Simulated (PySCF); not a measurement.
**Electron correlation in Bi²⁺ (bismuth, charge +2)**

[Xe] 4f14 5d10 6s2 6p1, 2P determinant. Calculation: PySCF 2.14, in aug-cc-pVTZ-PP with ECP60MDF; scalar relativity through the core potential. Frozen: 5s2 5p6 5d10; 3 electrons correlated.

| level | correlation energy (mhartree) |
| --- | --- |
| CCSD | -36.39 |
| (T) | -0.36 |
| CCSD(T) | -36.75 |
| CCSDT | -36.85 |

Diagnostics: T1 = 0.0060, D1 = 0.0136, largest double amplitude 0.073.

Is a single reference adequate?

Mostly. T1 lies below 0.03, but a double amplitude of this size points to a near-degeneracy that CCSD handles and MP2 describes poorly.
